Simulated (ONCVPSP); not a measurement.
**Reading a pseudo-wave (zirconium (Zr))**

Columns: radius, all-electron u(r) and pseudo u(r) of the 4p shell (level -32.55 eV) of zirconium in the configuration [Ar] 3d10 4s2 4p6 4d2 5s1.75 5p0.25; BLYP, scalar-relativistic, ONCV scheme, ONCVPSP 4.0.1.

```tsv
r (bohr)	all-electron	pseudo
0.140	0.1514	0.0369
0.280	-0.4382	0.1407
0.420	-0.4028	0.2928
0.560	-0.0135	0.4671
0.700	0.3999	0.6361
0.840	0.7070	0.7762
0.980	0.8870	0.8720
1.120	0.9599	0.9174
1.260	0.9555	0.9153
1.400	0.9023	0.8744
1.540	0.8223	0.8065
1.680	0.7309	0.7234
1.820	0.6378	0.6349
1.960	0.5491	0.5482
2.100	0.4678	0.4676
2.240	0.3953	0.3952
2.380	0.3319	0.3319
2.520	0.2772	0.2772
2.660	0.2305	0.2305
2.800	0.1911	0.1911
2.940	0.1579	0.1579
3.080	0.1302	0.1301
3.220	0.1071	0.1070
3.360	0.0879	0.0879
3.500	0.0720	0.0720
3.640	0.0590	0.0590
```

**Question.** How many radial nodes do the two functions have?

**Answer.** The all-electron 4p function has n − l − 1 = 2; the pseudo-wave has 0, since the states of the same l below it are removed with the core.

**Question.** At about which radius was the pseudo-wave matched?

**Answer.** 2.35 bohr. The columns agree to 0.0005 from 2.10 bohr on; several derivatives are matched, so the curves merge somewhat inside the radius.

**Question.** Is the pseudo-wave norm-conserving?

**Answer.** Yes: the ONCV scheme keeps the norm inside the radius equal to the all-electron one, which fixes the energy derivative of the logarithmic derivative at the level.
